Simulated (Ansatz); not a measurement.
`CCO[Si](C)(OCC)OCC`. Total charge 0; spin multiplicity 1. All single points use the PBE0-D4/def2-TZVP geometry. It is one conformer, not always the lowest.

```xyz
29

C    -1.265    3.656   -0.183
C    -0.643    2.452   -0.846
O    -0.761    1.334    0.010
Si   -0.173   -0.157   -0.294
C    -1.028   -0.931   -1.749
O    -0.374   -1.054    1.053
C    -1.604   -1.285    1.708
C    -1.364   -2.114    2.944
O     1.430   -0.013   -0.561
C     2.336   -1.087   -0.712
C     3.732   -0.542   -0.880
H    -1.183    4.533   -0.831
H    -2.321    3.477    0.026
H    -0.761    3.874    0.760
H     0.415    2.640   -1.064
H    -1.144    2.249   -1.802
H    -2.099   -1.041   -1.564
H    -0.623   -1.924   -1.962
H    -0.906   -0.322   -2.649
H    -2.066   -0.327    1.974
H    -2.296   -1.807    1.033
H    -0.688   -1.594    3.626
H    -2.305   -2.304    3.466
H    -0.913   -3.074    2.682
H     2.060   -1.690   -1.587
H     2.284   -1.739    0.168
H     3.790    0.101   -1.761
H     4.449   -1.358   -0.999
H     4.019    0.047   -0.006
```

Question: What is the dipole moment at PBE/def2-TZVPP? (An estimate is asked.)

Answer: Computed: 1.18 D, with components (-0.54, -0.49, -0.92) D in this frame, pointing from negative to positive charge.

Question: And with r2SCAN, B3LYP, ωB97M-V? (An estimate is asked.)

Answer: The calculation gave: r2SCAN 1.20 D, B3LYP 1.25 D, ωB97M-V 1.25 D.

Question: Give the Mulliken charges with PBE, r2SCAN, B3LYP in def2-TZVPP. (Best estimate.)

Answer: The calculation gave: 
```tsv
atom	PBE	r2SCAN	B3LYP
C1	-0.24	-0.13	-0.24
C2	0.01	0.12	0.04
O3	-0.30	-0.37	-0.38
Si4	0.57	0.71	0.74
C5	-0.42	-0.35	-0.43
O6	-0.30	-0.37	-0.38
C7	0.01	0.12	0.04
C8	-0.24	-0.13	-0.24
O9	-0.30	-0.37	-0.38
C10	0.01	0.12	0.04
C11	-0.24	-0.13	-0.24
H12	0.07	0.03	0.07
H13	0.08	0.04	0.08
H14	0.09	0.05	0.08
H15	0.08	0.05	0.08
H16	0.06	0.03	0.06
H17	0.10	0.07	0.10
H18	0.10	0.07	0.10
H19	0.10	0.07	0.10
H20	0.08	0.05	0.08
H21	0.06	0.03	0.06
H22	0.09	0.05	0.08
H23	0.07	0.03	0.07
H24	0.08	0.04	0.08
H25	0.06	0.03	0.06
H26	0.08	0.05	0.08
H27	0.08	0.04	0.08
H28	0.07	0.03	0.07
H29	0.09	0.05	0.08
```

B3LYP here is the variant with VWN-RPA as its local correlation; programs differ in this.
